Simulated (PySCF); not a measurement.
HCl₃Ge, charge -1, doublet, at a GFN2-xTB geometry (a state made from the parent by changing its charge; the spin is typed, not shown lowest); M062X/cc-pVDZ run with PySCF.

Input for PySCF:
```python
from pyscf import gto, scf, dft

mol = gto.Mole()
mol.atom = '''
    Ge    0.189616    0.144657    0.116875
    Cl   -0.810130    2.365751   -0.060661
    Cl    2.014102   -1.478772    0.115746
    Cl   -1.559837   -1.163322   -0.380225
    H    -0.017991    0.068799    1.787391
'''
mol.basis = 'cc-pvdz'
mol.charge = -1
mol.spin = 1
mol.verbose = 4
mol.build()

mf = dft.UKS(mol)
mf.xc = 'm062x'
mf.diis_space = 20
mf.kernel()
```

The log (banner, timings and long lists left out):

```
PySCF version 2.14.0

[INPUT] verbose = 4
[INPUT] num. atoms = 5
[INPUT] num. electrons = 85
[INPUT] charge = -1
[INPUT] spin (= nelec alpha-beta = 2S) = 1
[INPUT] symmetry False subgroup None
[INPUT] Mole.unit = angstrom
[INPUT] Symbol           X                Y                Z      unit          X                Y                Z       unit  Magmom
[INPUT]  1 Ge     0.189616000000   0.144657000000   0.116875000000 AA    0.358322308836   0.273362112001   0.220861740809 Bohr   0.0
[INPUT]  2 Cl    -0.810130000000   2.365751000000  -0.060661000000 AA   -1.530923825294   4.470621468916  -0.114632676442 Bohr   0.0
[INPUT]  3 Cl     2.014102000000  -1.478772000000   0.115746000000 AA    3.806101166939  -2.794474080675   0.218728240014 Bohr   0.0
[INPUT]  4 Cl    -1.559837000000  -1.163322000000  -0.380225000000 AA   -2.947664728963  -2.198359974681  -0.718521115713 Bohr   0.0
[INPUT]  5 H     -0.017991000000   0.068799000000   1.787391000000 AA   -0.033998062707   0.130011267644   3.377679467512 Bohr   0.0

nuclear repulsion = 499.748601043665
number of shells = 24
number of NR pGTOs = 207
number of NR cGTOs = 86
basis = cc-pvdz
ecp = {}

******** <class 'pyscf.dft.uks.UKS'> ********
method = UKS
initial guess = minao
damping factor = 0
level_shift factor = 0
DIIS = <class 'pyscf.scf.diis.CDIIS'>
diis_start_cycle = 1
diis_space = 20
diis_damp = 0
SCF conv_tol = 1e-09
SCF conv_tol_grad = None
SCF max_cycles = 50
direct_scf = True
direct_scf_tol = 1e-13
number electrons alpha = 43  beta = 42
XC library pyscf.dft.libxc version 7.1.2
    S. Lehtola, C. Steigemann, M. J. T. Oliveira, and M. A. L. Marques,  SoftwareX 7, 1–5 (2018)
XC functionals = m062x
    Y. Zhao and D. G. Truhlar,  Theor. Chem. Acc. 120, 215 (2008)
    Y. Zhao and D. G. Truhlar,  Theor. Chem. Acc. 120, 215 (2008)
radial grids:
    Treutler-Ahlrichs [JCP 102, 346 (1995); DOI:10.1063/1.469408] (M4) radial grids

becke partition: Becke, JCP 88, 2547 (1988); DOI:10.1063/1.454033
pruning grids: <function nwchem_prune>
grids dens level: 3
symmetrized grids: False
atomic radii adjust function: <function treutler_atomic_radii_adjust>
small_rho_cutoff = 0
Set gradient conv threshold to 3.16228e-05
tot grids = 87088
init E= -3457.43474655675

cycle= 1 E= -3458.22521228266  delta_E= -0.79  |g|= 0.347  |ddm|= 1.31
cycle= 2 E= -3458.23647856628  delta_E= -0.0113  |g|= 0.335  |ddm|= 0.81
cycle= 3 E= -3458.3071315735  delta_E= -0.0707  |g|= 0.0249  |ddm|= 0.361
cycle= 4 E= -3458.30768626484  delta_E= -0.000555  |g|= 0.00964  |ddm|= 0.0633
cycle= 5 E= -3458.30781198051  delta_E= -0.000126  |g|= 0.00215  |ddm|= 0.0247
cycle= 6 E= -3458.30782834838  delta_E= -1.64e-05  |g|= 0.000979  |ddm|= 0.0101
cycle= 7 E= -3458.30783170885  delta_E= -3.36e-06  |g|= 0.000495  |ddm|= 0.00424
cycle= 8 E= -3458.30783248999  delta_E= -7.81e-07  |g|= 0.00013  |ddm|= 0.00242
cycle= 9 E= -3458.30783254257  delta_E= -5.26e-08  |g|= 3.08e-05  |ddm|= 0.000702
cycle= 10 E= -3458.3078325445  delta_E= -1.94e-09  |g|= 1.17e-05  |ddm|= 9.99e-05
cycle= 11 E= -3458.30783254474  delta_E= -2.41e-10  |g|= 5.11e-06  |ddm|= 3.47e-05
Extra cycle  E= -3458.30783254479  delta_E= -5.05e-11  |g|= 3.54e-06  |ddm|= 1.28e-05
converged SCF energy = -3458.30783254479  <S^2> = 0.75439634  2S+1 = 2.0043915
```
